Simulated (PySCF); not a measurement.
PySCF input file for 2-methylbut-1-ene (C₅H₁₀), SMILES CC(CC)=C, PBE-D3(BJ)/def2-SVP. The structure is a stationary point at PBE-D3(BJ)/def2-SVP. Other conformers were not sampled.

```python
import numpy as np
from pyscf import gto, scf, dft, df
from pyscf.hessian import thermo

mol = gto.M(
    atom='''
    C    -0.93141331   -1.47599280    0.57312686
    C    -0.50972331   -0.24116907    0.23014824
    C    -1.39849068    0.72778686   -0.50766806
    C     0.88643545    0.24033571    0.56742115
    C     1.77051508    0.51416706   -0.65888242
    H    -1.94651402   -1.82713998    0.32719999
    H    -0.27432998   -2.17569387    1.11441036
    H    -1.49804813    1.68198790    0.05450567
    H    -0.97429650    0.99560972   -1.49909744
    H    -2.41209421    0.31484041   -0.67299686
    H     0.80697224    1.17505623    1.16888215
    H     1.38058520   -0.50905624    1.21998971
    H     2.78538521    0.83862314   -0.35253079
    H     1.87773222   -0.39762247   -1.28127937
    H     1.35066854    1.31262856   -1.30395798
    ''',
    basis='def2-SVP',
    charge=0,
    spin=0,
    max_memory=1600,
    verbose=3,
)
mf = dft.RKS(mol, xc='pbe').density_fit(auxbasis='def2-universal-jkfit')
mf.disp = 'd3bj'
mf.grids.level = 3
mf.conv_tol = 1e-11
mf.max_cycle = 100
mf.kernel()

# analytic Hessian; the response equations are solved on a coarser grid
h, args, fine = mf.Hessian(), (mf.mo_energy, mf.mo_coeff, mf.mo_occ), mf.grids
h.max_memory = max(150, 2.5e-5 * df.make_auxmol(mol, mf.with_df.auxbasis).nao * mol.nelec[0] * (mol.nelec[0] + mol.nao))  # MB; small integral blocks
h1ao = h.make_h1(mf.mo_coeff, mf.mo_occ)
mf.grids = dft.Grids(mol).set(level=1).build(with_non0tab=True)
mo1, mo_e1 = h.solve_mo1(*args, h1ao)
mf.grids = fine
hess = h.hess_elec(*args, mo1, mo_e1, h1ao) + h.hess_nuc()
if mf.do_disp():
    hess += h.get_dispersion()
for i in range(mol.natm):  # the analytic DFT Hessian lacks the response of the grid: restore translational invariance
    hess[i, i] -= hess[i].sum(axis=0)
hess = (hess + hess.transpose(1, 0, 3, 2)) / 2
vib = thermo.harmonic_analysis(mol, hess, imaginary_freq=False)
thermo.dump_normal_mode(mol, vib)
th = thermo.thermo(mf, vib['freq_au'][vib['freq_au'] > 0], 298.15, 101325)
thermo.dump_thermo(mol, th)
g0 = mf.nuc_grad_method().set(verbose=0).kernel()

# dipole derivatives [dipole axis, atom, xyz] from the same response
r, irp = mol.intor('int1e_r'), mol.intor('int1e_irp').reshape(3, 3, mol.nao, mol.nao)
sl, dm0, ok = mol.aoslice_by_atom(), np.array(mf.make_rdm1()), []
dmu = np.einsum('a,xt->xat', mol.atom_charges(), np.eye(3))
for a, (_, _, p0, p1) in enumerate(sl):
    dmu[:, a] += 2 * np.einsum('xtij,ij->xt', irp[:, :, :, p0:p1], dm0.reshape(-1, mol.nao, mol.nao).sum(0)[:, p0:p1])
    for u, c, occ, f in [(mo1, mf.mo_coeff, mf.mo_occ, 4)]:
        dmu[:, a] -= f * np.einsum('tui,xuv,vi->xt', u[a], r, c[:, occ > 0], optimize=True)
L = vib['norm_mode']
ir = 974.8801 * (np.einsum('xat,kat->kx', dmu, L) ** 2).sum(1)       # km/mol
apt = np.einsum('xax->a', dmu) / 3
print('mode   freq/cm-1   IR/(km/mol)')
for k, w in enumerate(vib['freq_wavenumber']):
    print(f'{k + 1:4d} {w:11.2f} {ir[k]:13.3f}')
print('max |gradient| / (hartree/bohr):', abs(g0).max())
print('APT charges:', apt.round(4))
```

Program output:

```
converged SCF energy = -196.119055068863

WARN: DFTD3 does not support analytical Hessian, using finite difference


WARN: Mole.unit (angstrom) is changed to Bohr

Mode                                 0                   1                   2
Irrep
Freq [cm^-1]                       61.7158            180.1353            220.3890
Reduced mass [au]                   1.8807              1.0810              1.2712
Force const [Dyne/A]                0.0042              0.0207              0.0364
Char temp [K]                      88.7952            259.1747            317.0906
Normal mode                   x     y     z       x     y     z       x     y     z
       0   C                 0.07 -0.01 -0.07   -0.03  0.02  0.05   -0.06  0.01  0.04
       1   C                -0.01  0.03 -0.00    0.00 -0.01 -0.01    0.00 -0.03 -0.04
       2   C                -0.06  0.03  0.06    0.01 -0.01 -0.01   -0.01  0.01  0.03
       3   C                -0.03  0.09  0.01    0.01 -0.02 -0.02    0.01 -0.04 -0.05
       4   C                 0.03 -0.12  0.00    0.00  0.02 -0.02    0.06  0.04  0.01
       5   H                 0.09 -0.07 -0.11   -0.03  0.03  0.06   -0.10  0.07  0.11
       6   H                 0.10 -0.00 -0.10   -0.05  0.04  0.11   -0.08 -0.01  0.03
       7   H                -0.20 -0.06  0.17   -0.41 -0.21  0.26   -0.01 -0.04  0.10
       8   H                -0.02  0.20  0.12    0.26  0.41  0.21   -0.03  0.09  0.04
       9   H                -0.01 -0.06 -0.06    0.16 -0.21 -0.46   -0.01  0.01  0.01
      10   H                -0.05  0.18 -0.14    0.03 -0.04  0.02   -0.03 -0.06 -0.03
      11   H                -0.06  0.18  0.14    0.01 -0.05 -0.05    0.02 -0.04 -0.05
      12   H                 0.01 -0.03 -0.00    0.04 -0.10 -0.01   -0.11  0.50  0.08
      13   H                 0.09 -0.23  0.19   -0.08  0.07 -0.11    0.50 -0.04  0.20
      14   H                 0.04 -0.26 -0.17    0.06  0.12  0.07   -0.16 -0.25 -0.21
Mode                                 3                   4                   5
Irrep
Freq [cm^-1]                      254.3259            392.0859            419.3531
Reduced mass [au]                   2.0074              1.9735              2.0548
Force const [Dyne/A]                0.0765              0.1788              0.2129
Char temp [K]                     365.9183            564.1244            603.3558
Normal mode                   x     y     z       x     y     z       x     y     z
       0   C                -0.00  0.02  0.03    0.03  0.08 -0.04    0.12 -0.01  0.06
       1   C                -0.02  0.01 -0.06    0.02  0.10  0.04   -0.06  0.02 -0.06
       2   C                -0.12 -0.02  0.02   -0.09 -0.04 -0.04   -0.01  0.09 -0.04
       3   C                -0.00 -0.01 -0.07    0.08 -0.06  0.05   -0.05 -0.07 -0.01
       4   C                 0.14  0.01  0.04   -0.01 -0.02  0.01   -0.04 -0.02  0.03
       5   H                -0.02  0.02  0.14    0.04  0.08 -0.09    0.17 -0.25  0.20
       6   H                 0.04  0.04  0.00    0.02  0.05 -0.07    0.33  0.19  0.06
       7   H                -0.06 -0.01  0.01   -0.28  0.00 -0.14    0.06  0.07  0.00
       8   H                -0.25 -0.04 -0.04   -0.14 -0.08 -0.07    0.04  0.11 -0.02
       9   H                -0.13 -0.05  0.17   -0.01 -0.25 -0.00   -0.04  0.18 -0.09
      10   H                -0.01 -0.03 -0.04    0.25 -0.15  0.21    0.01 -0.14  0.10
      11   H                -0.06 -0.03 -0.05    0.02 -0.24 -0.10   -0.11 -0.18 -0.10
      12   H                 0.17 -0.23  0.19   -0.02  0.10 -0.08   -0.07  0.04  0.06
      13   H                 0.04  0.08 -0.09    0.04 -0.03  0.03    0.04 -0.02  0.03
      14   H                 0.35  0.19  0.11   -0.15 -0.09  0.01   -0.06 -0.05  0.02
Mode                                 6                   7                   8
Irrep
Freq [cm^-1]                      522.3660            696.4590            763.7997
Reduced mass [au]                   2.2319              1.0949              1.4609
Force const [Dyne/A]                0.3588              0.3129              0.5021
Char temp [K]                     751.5683           1002.0495           1098.9377
Normal mode                   x     y     z       x     y     z       x     y     z
       0   C                 0.01  0.05  0.01   -0.01 -0.03  0.01    0.02  0.05 -0.01
       1   C                 0.10 -0.04 -0.16   -0.04 -0.00  0.04    0.03  0.02 -0.01
       2   C                -0.00 -0.01  0.00   -0.01  0.01 -0.01    0.06 -0.07  0.05
       3   C                 0.02  0.00  0.06    0.01  0.02  0.01   -0.08  0.05 -0.05
       4   C                -0.06 -0.02  0.04    0.03  0.01 -0.04   -0.05  0.02  0.01
       5   H                 0.00  0.08 -0.03    0.21 -0.28 -0.56   -0.01  0.14 -0.01
       6   H                -0.11  0.12  0.23   -0.21  0.19  0.53   -0.03  0.00 -0.02
       7   H                 0.06 -0.11  0.19    0.08 -0.04  0.09    0.08 -0.07  0.05
[...]
      12   H                -0.07 -0.06  0.35    0.00  0.00  0.01    0.02  0.01  0.01
      13   H                -0.29  0.26 -0.40   -0.01 -0.00  0.01   -0.01  0.05  0.03
      14   H                -0.13 -0.40 -0.39   -0.00  0.00 -0.00    0.00 -0.01  0.00
Mode                                30                  31                  32
Irrep
Freq [cm^-1]                     2956.3530           2971.7289           3016.6230
Reduced mass [au]                   1.0402              1.0365              1.0983
Force const [Dyne/A]                5.3564              5.3932              5.8886
Char temp [K]                    4253.5338           4275.6563           4340.2488
Normal mode                   x     y     z       x     y     z       x     y     z
       0   C                 0.00  0.00 -0.00   -0.00 -0.00 -0.00    0.00 -0.00  0.00
       1   C                 0.00  0.00  0.00    0.00  0.00  0.00    0.00  0.00 -0.00
       2   C                -0.02  0.04 -0.02    0.00 -0.00 -0.00    0.00 -0.00 -0.01
       3   C                 0.00  0.01  0.01    0.00  0.00 -0.00   -0.03  0.07 -0.03
       4   C                -0.00 -0.00  0.00   -0.03 -0.01  0.04    0.01 -0.02  0.00
       5   H                -0.01 -0.00 -0.00    0.00  0.00  0.00    0.00 -0.00  0.00
       6   H                 0.01 -0.01  0.01   -0.00  0.00 -0.00   -0.01  0.01 -0.01
       7   H                 0.06 -0.55 -0.34   -0.00  0.05  0.03   -0.00  0.05  0.03
       8   H                -0.23 -0.12  0.51    0.01  0.00 -0.02   -0.02 -0.01  0.05
       9   H                 0.37  0.16  0.06   -0.02 -0.01 -0.00    0.01  0.00 -0.00
      10   H                 0.01 -0.15 -0.10    0.00 -0.01 -0.01    0.02 -0.28 -0.19
      11   H                -0.03  0.05 -0.04   -0.00  0.00 -0.00    0.38 -0.58  0.50
      12   H                 0.04  0.01  0.01    0.50  0.16  0.16   -0.05 -0.02 -0.02
      13   H                 0.00 -0.01 -0.01    0.05 -0.49 -0.32   -0.01  0.10  0.07
      14   H                -0.02  0.03 -0.03   -0.22  0.41 -0.32   -0.07  0.12 -0.10
Mode                                33                  34                  35
Irrep
Freq [cm^-1]                     3023.9515           3061.5595           3062.4046
Reduced mass [au]                   1.0998              1.1027              1.1039
Force const [Dyne/A]                5.9252              6.0894              6.0999
Char temp [K]                    4350.7930           4404.9025           4406.1183
Normal mode                   x     y     z       x     y     z       x     y     z
       0   C                -0.00 -0.00  0.00    0.00  0.00 -0.00    0.00 -0.00  0.00
       1   C                 0.00  0.00  0.00   -0.00 -0.00  0.00   -0.00 -0.00 -0.00
       2   C                -0.02  0.03  0.08    0.01  0.01  0.00   -0.00 -0.00 -0.00
       3   C                -0.00  0.01 -0.00    0.01 -0.01  0.01   -0.00  0.01  0.00
       4   C                -0.00  0.00  0.00    0.06 -0.04  0.04    0.03  0.07  0.04
       5   H                 0.00  0.00  0.00   -0.02 -0.01 -0.01    0.00  0.00  0.00
       6   H                -0.00  0.00 -0.00    0.02 -0.02  0.02   -0.00  0.00 -0.00
       7   H                 0.05 -0.54 -0.31    0.00 -0.04 -0.02   -0.00  0.01  0.01
       8   H                 0.28  0.18 -0.62    0.01  0.01 -0.02   -0.00 -0.00  0.00
       9   H                -0.04 -0.01  0.01   -0.07 -0.03 -0.01    0.04  0.01  0.01
      10   H                 0.00 -0.03 -0.02   -0.01  0.05  0.03    0.01 -0.08 -0.05
      11   H                 0.04 -0.06  0.05   -0.08  0.12 -0.10    0.03 -0.05  0.04
      12   H                 0.03  0.01  0.01   -0.49 -0.17 -0.15   -0.52 -0.15 -0.16
      13   H                 0.00 -0.02 -0.01   -0.01  0.15  0.11    0.07 -0.60 -0.40
      14   H                 0.00 -0.00  0.00   -0.28  0.52 -0.42    0.09 -0.14  0.13
Mode                                36                  37                  38
Irrep
Freq [cm^-1]                     3066.4102           3072.6324           3162.2076
Reduced mass [au]                   1.0615              1.1019              1.1168
Force const [Dyne/A]                5.8809              6.1292              6.5796
Char temp [K]                    4411.8815           4420.8339           4549.7126
Normal mode                   x     y     z       x     y     z       x     y     z
       0   C                -0.02 -0.06  0.02    0.00  0.00 -0.00    0.08 -0.02  0.04
       1   C                 0.00  0.01 -0.00    0.00  0.00 -0.00    0.00 -0.00  0.00
       2   C                 0.00  0.00 -0.00    0.07  0.05  0.00    0.00  0.00 -0.00
       3   C                 0.00 -0.00  0.00   -0.00  0.00 -0.00    0.00 -0.00  0.00
       4   C                 0.00 -0.00  0.00   -0.00  0.01 -0.00    0.00 -0.00  0.00
       5   H                 0.63  0.21  0.16   -0.04 -0.01 -0.01   -0.61 -0.22 -0.15
       6   H                -0.42  0.43 -0.34    0.03 -0.03  0.03   -0.39  0.43 -0.33
       7   H                 0.00 -0.03 -0.01    0.03 -0.22 -0.14   -0.00 -0.00 -0.00
       8   H                -0.01 -0.01  0.03   -0.10 -0.06  0.26   -0.00 -0.00  0.00
       9   H                -0.05 -0.02 -0.01   -0.78 -0.33 -0.13   -0.01 -0.00 -0.00
      10   H                -0.00 -0.01 -0.00   -0.00 -0.01 -0.01   -0.00  0.00  0.00
      11   H                -0.01  0.01 -0.01    0.01 -0.02  0.01   -0.01  0.00 -0.01
      12   H                -0.02 -0.01 -0.00    0.02  0.01  0.01   -0.00 -0.00 -0.00
      13   H                -0.00  0.01  0.00    0.00 -0.04 -0.03    0.00 -0.00  0.00
      14   H                -0.01  0.02 -0.01    0.03 -0.05  0.04   -0.00  0.00 -0.00
temperature 298.1500 [K]
pressure 101325.00 [Pa]
Rotational constants [GHz] 7.16811 3.70336 2.80778
Symmetry number 1
Zero-point energy (ZPE) 0.13231 [Eh]   347382.800 [J/mol]
                           tot       elec      trans        rot        vib
Entropy [J/mol/K]       331.220      0.000    161.756    108.239     61.225
Cv [J/mol/K]            100.294      0.000     12.472     12.472     75.350
Cp [J/mol/K]            108.608      0.000     20.786     12.472     75.350
Internal energy [J/mol]                      3718.434   3718.434 357641.246
Internal energy [Eh]   -195.98000  -196.11906
Enthalpy [J/mol]                             6197.391   3718.434 357641.246
Enthalpy [Eh]          -195.97906
Gibbs free energy [J/mol]                  -42030.091 -28553.087 339387.056
Gibbs free energy [Eh] -196.01667
mode   freq/cm-1   IR/(km/mol)
   1       61.72         0.068
   2      180.14         0.572
   3      220.39         0.511
   4      254.33         0.214
   5      392.09         0.750
   6      419.35         1.414
   7      522.37         7.279
   8      696.46         0.162
   9      763.80         1.822
  10      779.49         2.037
  11      873.31        34.286
  12      920.58         1.825
  13      953.33         1.571
  14      992.46         1.633
  15     1012.69         1.092
  16     1055.48         5.209
  17     1066.42         0.613
  18     1219.94         1.510
  19     1256.86         2.025
  20     1298.54         1.194
  21     1340.41         1.276
  22     1341.58         6.261
  23     1370.98         0.247
  24     1393.25         3.131
  25     1404.95        11.508
  26     1413.96        11.535
  27     1421.31         4.599
  28     1432.07         4.217
  29     1677.62        17.153
  30     2948.13        25.023
  31     2956.35        21.781
  32     2971.73        25.051
  33     3016.62        11.975
  34     3023.95        14.856
  35     3061.56        28.760
  36     3062.40        19.757
  37     3066.41         5.506
  38     3072.63        15.768
  39     3162.21        13.873
max |gradient| / (hartree/bohr): 3.0349763592354485e-05
APT charges: [-1.550e-01  1.258e-01 -3.100e-03  8.070e-02  5.060e-02  2.050e-02
  2.330e-02 -1.030e-02 -1.000e-04 -4.700e-03 -4.520e-02 -3.680e-02
 -2.450e-02 -1.130e-02 -9.900e-03]
```

The run converged.
